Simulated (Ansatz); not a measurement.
`N[SiH]([GaH2])BF` + `[CH3][AlH][SiH2]C` → `C[SiH2][AlH][GaH2]` + `C[SiH](N)BF`  (redistribution)

Gas-phase electronic energies from Ansatz, PBE0-D4/def2-TZVP geometries. CCSD(T)/CBS is the MP2 limit (def2-TZVPP, def2-QZVPP) plus CCSD(T) − MP2 in def2-TZVPP, frozen cores. Functionals use def2-TZVPP. B3LYP here is the variant with VWN-RPA as its local correlation; programs differ in this. For Ga outer-core shells are correlated without core-valence functions, which leaves a few kJ/mol of doubt a bond. Scalar relativity is left out up to krypton. Each species was taken in one conformer, which may not be the lowest.

```json
{"level": "PBE0-D4", "ΔE (kcal/mol)": "-1.5"}
{"level": "PBE0", "ΔE (kcal/mol)": "-1.8"}
{"level": "B3LYP", "ΔE (kcal/mol)": "-1.8"}
{"level": "HF/def2-TZVPP", "ΔE (kcal/mol)": "-4.5"}
{"level": "SCS-MP2/def2-TZVPP", "ΔE (kcal/mol)": "-2.2"}
{"level": "HF/def2-QZVPP", "ΔE (kcal/mol)": "-4.6"}
{"level": "HF/CBS(def2)", "ΔE (kcal/mol)": "-4.6"}
{"level": "MP2/CBS(def2)", "ΔE (kcal/mol)": "-1.4"}
```

(1) What does CCSD(T)/CBS give? (An estimate is asked.)

Largest T1 diagnostic among the species: 0.014.

Results:

(1) Computed: -2.2 kcal/mol. The listed levels differ from it by 0.7, 0.4, 0.4, -2.3, 0.0, -2.4, -2.4, 0.8 kcal/mol.

In def2-TZVPP, CCSD(T) changes the Hartree–Fock value by +2.4 kcal/mol (the triples alone add +0.4 kcal/mol) and MP2 by +3.2 kcal/mol. From PBE to PBE0 (25 % exact exchange), in def2-TZVPP and without D4, ΔE moves by −0.8 kcal/mol.

CCSD(T)/CBS has its own doubt, a few kJ/mol and more with outer-core shells, so smaller differences from it don't rank the levels.
